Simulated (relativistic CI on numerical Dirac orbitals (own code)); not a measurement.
# Hyperfine structure of Hg XXIV, mass number 199

Computed by Dirac-Coulomb-Breit CI, KLI orbitals optimised for each configuration, model QED (radiative potential, 1s self-energy scaled to tabulated hydrogen-like ionisation energies), unscaled Slater integrals (own radial code, finite nucleus).

Configurations in the expansion (outside the closed core [Ar] 3d10): 4s2 4p6 4d10 4f11, 4s2 4p6 4d10 4f10 5s, 4s2 4p6 4d10 4f9 5s2, 4s2 4p6 4d10 4f10 5p, 4s2 4p6 4d9 4f12, 4s2 4p6 4d10 4f10 5d, 4s2 4p6 4d8 4f13, 4s2 4p5 4d10 4f12, 4s2 4p6 4d10 4f10 6s, 4s2 4p4 4d10 4f13, 4p6 4d10 4f13, 4s 4p6 4d9 4f13, 4s 4p6 4d10 4f11 5s, 4s 4p6 4d10 4f11 6s. Levels of other configurations are missing.

Nuclear spin I = 1/2, μ = 0.5039 μN (tables of Stone and Pyykkö). The electronic factors are computed for point nuclear moments, without core polarisation or the Bohr-Weisskopf and QED corrections.

| Level | E (cm⁻¹) | A (MHz) |
| --- | --- | --- |
| 4s2 4p6 4d10 4f11 4I°_15/2 | 0.0 | 2789 |
| 4s2 4p6 4d10 4f11 4I°_13/2 | 30675.8 | 3210 |
| 4s2 4p6 4d10 4f11 2H°_11/2 | 31195.9 | 2989 |
| 4s2 4p6 4d10 4f11 4I°_11/2 | 59173.5 | 3196 |
| 4s2 4p6 4d10 4f11 4F°_5/2 | 61648.5 | 2839 |
| 4s2 4p6 4d10 4f11 4F°_7/2 | 62532.7 | 2858 |
| 4s2 4p6 4d10 4f11 2K°_15/2 | 74184.9 | 3280 |

Levels with J = 0, under 50 % of one LS term, or S terms without an open s electron are left out. Small factors come from cancelling terms and can be off by tens of per cent or more.

At this charge transitions that keep the count of f electrons are usually good to a few per cent. Terms inside the open d or f shell come out 10 to 20 % too wide with unscaled integrals. Levels that differ in their count of f electrons can be misplaced by several ten thousand cm⁻¹, since the correlation energy of f electrons is missing or only estimated; rates across such gaps can be off by orders of magnitude.

Give the hyperfine levels of 4s2 4p6 4d10 4f11 4I°_15/2 relative to its centre of gravity.

With K = F(F + 1) − I(I + 1) − J(J + 1), E = AK/2: F = 7: -11850, F = 8: 10460 MHz.

LS names give the leading component of a level, which can be under half, so a name can repeat, a term be missing and a line seem to break the LS rules.
